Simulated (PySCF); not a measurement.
Compound: C6H9NSi.
SMILES: `[SiH3]CC1C[C@@H](C#N)C=1`

Method used: PySCF, TDDFT PBE0/def2-SVPD, vertical, gas phase, core orbitals frozen in the response. The structure is a single GFN2-xTB conformer in the gas phase; no vibrational or solvent corrections. Torsions of this conformer, `[N:1]#[C:2][C@H:3]1[CH:4]=[C:5]([CH2:6][SiH3:7])[CH2:8]1`: C4–C5–C6–Si7 -99°.

| state | λ (nm) | E (eV) | f | main configurations (H = HOMO, L = LUMO) |
| --- | --- | --- | --- | --- |
| S1 | 194.9 | 6.36 | 0.0086 | H→L+1 (95%) |
| S2 | 189.5 | 6.54 | 0.386 | H→L (90%) |
| S3 | 179.1 | 6.92 | 0.0013 | H→L+2 (80%), H→L+4 (11%) |
| S4 | 176.0 | 7.04 | 0.029 | H→L+4 (48%), H→L+3 (46%) |
| S5 | 171.6 | 7.22 | 0.032 | H→L+3 (41%), H→L+4 (36%), H→L+2 (17%) |
| S6 | 169.1 | 7.33 | 0.0055 | H-1→L (52%), H→L+5 (35%) |
| S7 | 167.5 | 7.40 | 0.0015 | H→L+5 (46%), H-1→L (27%), H-2→L (8%) |
| S8 | 164.6 | 7.53 | 0.0060 | H-2→L (58%), H→L+5 (11%) |

Triplets, Tamm–Dancoff:

```
state  E (eV)  λ (nm)  main configurations (H = HOMO, L = LUMO)
   T1    4.25   292.0                                 H→L (90%)
   T2    6.22   199.4                               H→L+1 (91%)
   T3    6.28   197.3               H-2→L+2 (11%), H-1→L+4 (9%)
```

The lowest singlet lies at 6.36 eV (195 nm, vacuum ultraviolet) and is weak; its leading configuration is HOMO→LUMO+1 (95%). The most intense listed level is S2 at 6.54 eV (189 nm, f = 0.386), 0.18 eV above S1. Löwdin shares by element: HOMO carbon 68% or more, silicon 6% (atoms not listed hold the other 26%); LUMO carbon 60% or more, silicon 9% (atoms not listed hold the other 31%). Orbital energies (eV): HOMO-3 -9.82, HOMO-2 -9.13, HOMO-1 -9.01, HOMO -7.42, LUMO -0.27, LUMO+1 0.06, LUMO+2 0.63. Weighted by f, the mean energy of these states is 6.64 eV. The listed states span 1.17 eV, and the widest gap between neighbours is 0.38 eV (S2 to S3). Singlets were solved by full linear response, triplets in the Tamm–Dancoff approximation.
